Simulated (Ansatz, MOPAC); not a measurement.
Molecule: BiI2, net charge 0, doublet state. SMILES: [I][Bi][I]

Atoms: Bi1, I2, I3. Bonds: Bi1-I2, Bi1-I3.

Bond lengths (Å) and angles (degrees) optimised at PM6 with MOPAC; PM7 with MOPAC; HF/LANL2DZ with Ansatz (a quantum-chemistry and plane-wave program); B3LYP/LANL2DZ with Ansatz, each started from the B3LYP-D3(BJ)/def2-TZVP structure (Ansatz) of the last column. A row stands for all coordinates that are equal there.

```
coordinate    PM6    PM7  HF/LANL2DZ  B3LYP/LANL2DZ  B3LYP-D3(BJ)/def2-TZVP
----------  -----  -----  ----------  -------------  ----------------------
Bi1-I2      3.056  2.804       2.881          2.881                   2.814
I2-Bi1-I3    96.5   95.5       101.8          103.5                   101.2
```

Mean signed difference of all 2 bond lengths from B3LYP-D3(BJ)/def2-TZVP: PM6 0.242 Å, PM7 -0.010 Å, HF/LANL2DZ 0.067 Å, B3LYP/LANL2DZ 0.066 Å.
